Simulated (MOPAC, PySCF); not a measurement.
C$_{2}$H$_{7}$AlS, SMILES `[Al]([SH])([CH3])[CH3]` (C–Al–S–H torsion 179°), neutral singlet in the gas phase. 

Cartesian coordinates (Å):
SMILES: [CH3][Al]([SH])[CH3]
```xyz
11

C      1.8940    -0.3027    -0.1129
Al     0.0720     0.3341     0.0990
C     -1.5233    -0.7114    -0.2810
S     -0.1630     2.3919     0.8139
H      2.6311     0.3822     0.3073
H      2.0315    -1.2779     0.3602
H      2.1341    -0.4345    -1.1715
H     -2.1167    -0.8623     0.6242
H     -1.2855    -1.6958    -0.6868
H     -2.1712    -0.2027    -0.9983
H     -1.5029     2.3790     0.7835
```
Charge 0, multiplicity 1.

All levels are single points at this geometry (CAM-B3LYP-D3(BJ)/def2-TZVP); Pople sets use spherical d functions. Orbital energies aren't observables, and empty levels follow the basis.

```tsv
level	HOMO (eV)	LUMO (eV)	gap (eV)	dipole (D)	vertical IE, Delta-SCF (eV)
CAM-B3LYP-D3(BJ)/def2-TZVP in PySCF	-8.77	0.50	9.27	1.68	9.78
TPSSh-D3(BJ)/def2-TZVP in PySCF	-6.83	-0.76	6.08	1.63	9.43
B3LYP/3-21G in PySCF	-7.15	-0.67	6.49	2.57	–
B3LYP/6-31G* in PySCF	-7.06	-0.55	6.51	2.03	9.47
B3LYP/LANL2DZ in PySCF	-7.21	-0.66	6.55	2.54	–
BP86/6-31G* in PySCF	-6.23	-1.17	5.06	2.03	–
M06-2X/6-31G* in PySCF	-8.48	0.15	8.63	2.11	–
SVWN5/6-31G* in PySCF	-6.21	-1.29	4.93	2.08	–
HF/6-31G* in PySCF	-10.13	2.31	12.44	2.21	9.58
HF/STO-3G in PySCF	-6.62	8.76	15.37	1.51	–
AM1 in MOPAC	-9.85	-0.94	8.91	1.80	–
PM3 in MOPAC	-10.05	-2.19	7.87	1.71	–
PM7 in MOPAC	-9.80	-0.32	9.48	2.64	–
```
